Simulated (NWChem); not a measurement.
SiOH cation, singlet; SMILES [OH+]=[Si]

```xyz
3

O     -0.8982    -0.0156    -0.0061
Si     0.6603     0.0115     0.0045
H     -1.8668    -0.0327    -0.0128
```
Atoms are numbered in this order, from 1.

Program: NWChem. Pople sets run with spherical d functions. Low-valent species are run as closed-shell singlets; no triplet was tried in these runs. Geometry: optimised at PBE0/def2-SVP. B3LYP is NWChem's, with the RPA form of VWN correlation. Atomic charges in e: unrestrained fits to the electrostatic potential beside Mulliken populations; the two definitions need not agree.

For level Hartree-Fock/6-31G*:

```yaml
Mulliken O1: -0.79
Mulliken Si2: 1.22
```

Question: Estimate the same quantities for level B3LYP/def2-SVP.

Answer: 
- Mulliken O1 = -0.22
- Mulliken Si2 = 0.95
